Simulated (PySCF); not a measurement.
## Excitation energy of Li by level of theory

Li [He] 2s1 (2S) → Li [He] 2p1 (2P), as a difference of total energies. All numbers are calculated (PySCF 2.14, no relativity, point nucleus, in def2-QZVPPD (6s4p2d1f, 35 functions)). Correlated levels: valence and next inner shell: nothing frozen. The calculations carry no spin-orbit coupling.

| method | excitation energy (eV) | error (eV) |
| --- | --- | --- |
| UHF | 1.842 | -0.006 |
| MP2 (valence and next inner shell) | 1.847 | -0.001 |
| SCS-MP2 (valence and next inner shell) | 1.850 | +0.002 |
| CCSD (valence and next inner shell) | 1.847 | -0.001 |
| CCSD(T) (valence and next inner shell) | 1.847 | -0.001 |
| CCSDT (valence and next inner shell) | 1.847 | -0.001 |

Reference: 1.848 eV (measured; NIST levels, between the centres of gravity of the two terms).

Errors of the correlated levels include the incompleteness of this basis.
